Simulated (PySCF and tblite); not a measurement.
Values are calculated unless marked as measured or tabulated.
System: C₅H₁₀Si, numbered as in [CH2:1]=[C:2]1[CH2:3][CH2:4][SiH2:5][CH2:6]1.

For the inversion of the 5-membered ring (2–3–4–5–6): electronic barrier 2.63 kcal/mol, zero-point change -0.26 kcal/mol, thermal and entropy terms at 400 K a further 0.67 kcal/mol (symmetry numbers apart). The minimum is C1, the saddle C1. Geometries: GFN2-xTB; energies: PBE0/pcSseg-1 + D3(BJ); zero-point and thermal terms from GFN2-xTB harmonic modes (soft modes blended into free rotors). Rate constants are transition-state-theory values, counting equivalent paths, without tunnelling. Run with tblite and PySCF.

Problem. How many equivalent paths lead out of the minimum?

Solution. 2: the symmetry number of the minimum is 1, that of the saddle displaced along its mode 1, and since the end is the start again or its mirror image, the same path run backwards is a second way out.

Problem. Work out the rate at 400 K.

Solution. ΔG‡ = 3.04 kcal/mol; k_B T/h = 8.3×10¹² s⁻¹; exp(−ΔG‡/RT) = 0.022; times 2 gives k = 3.7×10¹¹ s⁻¹. Wigner's tunnelling factor for the 72i cm⁻¹ mode would be 1.00.
